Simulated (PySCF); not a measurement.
SMILES CC[CH2][Al]([F])[Cl] (C3H7AlClF) (CAM-B3LYP/def2-SVP optimised geometry):

```
13

Al     1.185    -0.917     0.000
Cl     3.275    -0.917     0.000
F      0.466    -2.410    -0.001
C      0.113     0.693     0.000
C     -1.408     0.490    -0.009
C     -2.188     1.800    -0.020
H      0.424     1.300    -0.870
H      0.416     1.296     0.876
H     -1.698    -0.115    -0.884
H     -1.709    -0.106     0.869
H     -1.952     2.410     0.866
H     -3.275     1.623    -0.025
H     -1.942     2.401    -0.910
```

Method: PySCF with CAM-B3LYP/def2-TZVP.

Task: What are the frontier orbital energies and the dipole moment?

Result: HOMO-2 -10.86 eV, HOMO-1 -10.79 eV, HOMO -9.78 eV, LUMO 0.34 eV, LUMO+1 0.37 eV; dipole moment 2.30 D.

On the same geometry PBE/def2-TZVP (PySCF) gives HOMO-2 -8.03 eV, HOMO-1 -7.91 eV, HOMO -7.13 eV, LUMO -1.34 eV, LUMO+1 -1.33 eV; dipole moment 2.30 D.

Meta-Löwdin charges at CAM-B3LYP/def2-TZVP: Al1 1.10, Cl2 -0.33, F3 -0.54, C4 -0.50, C5 -0.16, C6 -0.32, H7 0.12, H8 0.12, H9 0.10, H10 0.10, H11 0.10, H12 0.11, H13 0.10.
